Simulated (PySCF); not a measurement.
Vertical excitations of a molecule C2H4Cl2Si from PySCF with TDA-PBE/def2-SVPD, as energy in eV (oscillator strength): 5.54 (0.008), 5.56 (0.000), 5.98 (0.000), 6.02 (0.000), 6.10 (0.226), 6.38 (0.004), 6.78 (0.000), 6.82 (0.003), 6.86 (0.028), 6.97 (0.001). Lowest triplet (TDA): 3.94 eV. Geometry: PBE0-D3(BJ)/def2-SVP. Other conformers were not sampled.

Task: Pick the molecule that these values belong to.
(A) C=C(Cl)[SiH2]Cl
(B) C=C[SiH](Cl)Cl
(C) [SiH3]C=C(Cl)Cl
(D) Cl/C=C\[SiH2]Cl

Result: D, Cl/C=C\[SiH2]Cl
